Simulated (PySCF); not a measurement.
## How methods differ on the ionisation energy of Sn³⁰⁺

Sn³⁰⁺ [Ar] 3d2 (3F) → Sn³¹⁺ [Ar] 3d1 (2D), as a difference of total energies. All numbers are calculated (PySCF 2.14, no relativity, point nucleus, in an uncontracted even-tempered set (16 s from 4.4 bohr⁻², ratio 2.5; 11 p from 5.7 bohr⁻², ratio 2.5; 8 d from 5.7 bohr⁻², ratio 2.5; 4 f from 20 bohr⁻², ratio 2.7; 3 g from 30 bohr⁻², ratio 2.7)). Correlated levels: outer shells: [Ne] frozen; virtual orbitals above 40 to 60 times the deepest correlated orbital energy dropped. The calculations carry no spin-orbit coupling.

| method | ionisation energy (eV) |
| --- | --- |
| UHF | 1760.1 |
| LDA | 1759.7 |
| PBE | 1760.2 |
| PBE0 | 1760.5 |
| r2SCAN | 1761.7 |
| PW91 | 1760.7 |
| TPSS | 1760.1 |
| MP2 (outer shells) | 1759.8 |
| SCS-MP2 (outer shells) | 1759.7 |

A first-order spin-orbit estimate (lowest level to lowest level, LS coupling) adds 1.985 eV.

All relativistic terms are absent from these numbers, so their closeness to the reference says little about the methods.

For comparison: 1763 ± 4 eV (theoretical estimate listed by NIST; NIST Atomic Spectra Database, ionization energies).
